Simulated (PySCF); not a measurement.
Stepwise substitution at one centre (Ge OH-SH). Isolated molecules, 0 K electronic values unless said otherwise. One relaxed conformer stands for each flexible species; it need not be the lowest. Strings in code marks are SMILES.

Method: B3LYP-D3(BJ)/def2-TZVP in PySCF. All candidates: neutral, multiplicity 1. B3LYP has the VWN-RPA correlation part, as in Gaussian. Delta-SCF ions had no search for a lower state. 

```
Item                                      Result
--------------------------------------  --------
HOMO                                    -7.26 eV
LUMO                                    -1.51 eV
vertical ionisation energy (Delta-SCF)   9.23 eV
```

Problem. Identify which member has these values.
A) `[OH][Ge]([OH])([OH])[SH]`
B) `[SH][Ge]([SH])([SH])[SH]`
C) `[OH][Ge]([OH])([OH])[OH]`
D) `[OH][Ge]([SH])([SH])[SH]`

Solution. D, `[OH][Ge]([SH])([SH])[SH]`. The others give `[OH][Ge]([OH])([OH])[SH]`: -7.61 eV, -0.85 eV, 10.13 eV; `[OH][Ge]([OH])([OH])[OH]`: -8.92 eV, -0.75 eV, 11.29 eV; `[SH][Ge]([SH])([SH])[SH]`: -7.22 eV, -1.85 eV, 9.08 eV
